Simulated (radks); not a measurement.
Species: Pt14+. Configuration: [Kr] 4d10 4f14 5s2 5p2 (the NIST ground configuration).

All-electron calculation, non-relativistic Kohn-Sham, PBE, spin-polarised, spherical densities, point nucleus; open shells are filled with parallel spins first (spin-orbit coupling, left out, can overturn this in heavy ions); relativity is left out, which matters for an element this heavy. Program: a radial shooting solver on a logarithmic mesh with Libxc functionals.

Energy parts (Ry):
part                       energy
total                 -34542.9246
kinetic                34535.4649
electron-nucleus      -80945.5244
Hartree                12516.5622
exchange-correlation    -649.4273

Orbitals (lengths in bohr, moments of r in powers of bohr; r(90%) holds 90 % of the orbital's charge):
orbital,occ.,eigenvalue (Ry),r(90%)
1s up,1,-5250.867,0.0345
1s down,1,-5250.844,0.0345
2s up,1,-890.9268,0.125
2s down,1,-890.9155,0.125
2p up,3,-856.9148,0.112
2p down,3,-856.8951,0.112
3s up,1,-223.0233,0.301
3s down,1,-223.0105,0.301
3p up,3,-207.0387,0.293
3p down,3,-207.0221,0.293
3d up,5,-177.2372,0.266
3d down,5,-177.2207,0.266
4s up,1,-62.39343,0.651
4s down,1,-62.36164,0.650
4p up,3,-55.52470,0.665
4p down,3,-55.48973,0.664
4d up,5,-42.91145,0.695
4d down,5,-42.87097,0.694
4f up,7,-26.02157,0.774
4f down,7,-25.96650,0.770
5s up,1,-24.26679,1.33
5s down,1,-23.99905,1.34
5p up,2,-21.78708,1.40
5p down,0,-21.51780,1.41

The highest occupied level is 5p up at -296.43 eV. Spin moment in Bohr magnetons: 2. Summed over all electrons, <r^2> = 13.38 bohr^2, which gives a Langevin (diamagnetic) susceptibility term of -10.6 x 10^-6 cm^3/mol. Virial ratio -V/T = 2.00022. The density falls to 0.001 e/bohr^3 at r = 2.05 bohr. The electron density at the nucleus is 3.405e+05 e/bohr^3. The spin density at the nucleus is -1.989 e/bohr^3 (1s -0.780, 2s 0.121, 3s 0.240, 4s -0.202, 5s -1.367).
